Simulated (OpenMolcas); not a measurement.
Ionisation energies of titanium

| Quantity | Value |
| --- | --- |
| Program | OpenMolcas 26.06 |
| Basis | ANO-RCC [10s9p8d6f4g2h] |
| Scalar Hamiltonian | DKH2, point nucleus |
| Spin-orbit coupling | RASSI with atomic mean-field integrals over the reference wave functions, term energies averaged over their components |

Active shells in each charge state: the valence d, s shells, with orbitals averaged over the low states. Where CASPT2's correlated closed shells are named, they are those of the first ion.

A. CASSCF
B. SS-CASPT2, IPEA 0.25 Eh, imaginary shift 0.1 Eh (closed shells correlated: 3s 3p)
C. MS-CASPT2, IPEA 0.25 Eh, imaginary shift 0.1 Eh (closed shells correlated: 3s 3p)
D. SS-CASPT2, IPEA 0.25 Eh, imaginary shift 0.1 Eh (closed shells correlated: 2s 2p 3s 3p)

Energies in eV between the lowest computed levels, named as in B; reference values from the NIST Atomic Spectra Database with their kind.

```json
{"From": "Ti+ 3d² 4s ⁴F_3/2", "To": "Ti2+ 3d² ³F₂", "A": "12.699", "B": "13.744", "C": "13.744", "D": "13.730", "Spin-orbit share in B": "-0.005", "Reference": "13.575 (measured)"}
```

Error against the reference values, in %:

```json
{"From": "Ti+", "Reference": "measured", "A": "-6.5", "B": "+1.2", "C": "+1.2", "D": "+1.1"}
```

Absolute error against the one measured value: A 0.88 eV, B 0.17 eV, C 0.17 eV, D 0.15 eV.

The lowest level within the active space need not be the ion's true ground level.
